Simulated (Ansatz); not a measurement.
AsH3. Charge 0, multiplicity 1. Geometry PBE-D4/def2-TZVP, basis def2-TZVP, Ansatz.

```xyz
4

As   -0.555   -0.291    0.180
H    -0.110    1.101    0.653
H    -0.184    0.050   -1.270
H     0.848   -0.860    0.437
```

```csv
run,HOMO (eV),LUMO (eV)
A,-8.90,1.48
B,-7.05,-0.01
C,-7.70,0.33
D,-7.46,0.30
E,-9.20,1.64
F,-7.49,0.21
```

B3LYP takes the VWN-RPA correlation. HSE06 is defined as in plane-wave codes, on full-range PBE exchange.

**Question.** The runs used B3LYP, BHLYP, CAM-B3LYP, HSE06, r2SCAN, r2SCANh. Estimate which is which.

**Answer.** A BHLYP (50 % exact exchange); B r2SCAN (0 % exact exchange); C B3LYP (20 % exact exchange); D r2SCANh (10 % exact exchange); E CAM-B3LYP (range-separated); F HSE06 (range-separated). Exact exchange lowers occupied and raises empty levels; among semilocal functionals meta-GGAs tend to open the gap a little, and such runs are hard to tell apart. The gap grows from 7.04 eV (r2SCAN) to 10.84 eV (CAM-B3LYP).
